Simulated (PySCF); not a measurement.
Compound: (F2Al-mu-NH2)2.
Z-matrix (Å and degrees, PBE0-D3(BJ)/def2-SVP geometry), rows numbered from 1:
```
Al
F   1  1.6652
F   1  1.6653  2  121.13
N   1  1.9371  2  110.31  3  -131.63
Al  4  1.9344  1   91.24  2  -111.78
F   5  1.6653  4  111.05  1  -111.56
F   5  1.6655  4  110.49  1   111.68
N   1  1.9343  2  110.86  3   131.73
H   4  1.0217  1  114.74  2   129.85
H   4  1.0223  1  114.37  2     5.86
H   8  1.0217  1  115.18  2    -7.11
H   8  1.0219  1  114.28  2  -131.24
```

The closed-shell ground state was solved at several levels (PySCF, density fitting, gas phase, non-relativistic).

```
                          level  basis functions  HOMO (eV)  LUMO (eV)  gap (eV)  dipole (D)
B3LYP/pcSseg-1 (pcSseg-2 on Al)              208      -9.76      -0.70      9.06        0.04
 PBE0/pcSseg-1 (pcSseg-2 on Al)              208     -10.07      -0.37      9.70        0.04
            CAM-B3LYP/def2-SVPD              212     -11.66      -0.30     11.36        0.04
```

(1) What might PBE/pcSseg-1 (pcSseg-2 on Al) (208 basis functions) give for the same quantities?

(2) Over all these levels, which gives the widest orbital gap and which the narrowest?

(3) In the pcSseg-1 (pcSseg-2 on Al) basis, how does the gap go with the fixed share of exact exchange?

(4) How far do the dipole and the HOMO energy spread over the levels?

Results:

(1) HOMO -8.32 eV, LUMO -1.24 eV, gap 7.08 eV, dipole 0.03 D.

(2) CAM-B3LYP/def2-SVPD (range-separated hybrid) has the widest, 11.36 eV, and PBE/pcSseg-1 (pcSseg-2 on Al) (GGA) the narrowest, 7.08 eV. Functional and basis both differ between the two, so the spread mixes both effects.

(3) PBE (0 %) 7.08 eV; B3LYP (20 %) 9.06 eV; PBE0 (25 %) 9.70 eV. Each rise in the share widens the gap here.

(4) The dipole runs from 0.03 to 0.04 D (mean 0.04 D) and the HOMO from -11.66 to -8.32 eV.

One conformer stands for the species.
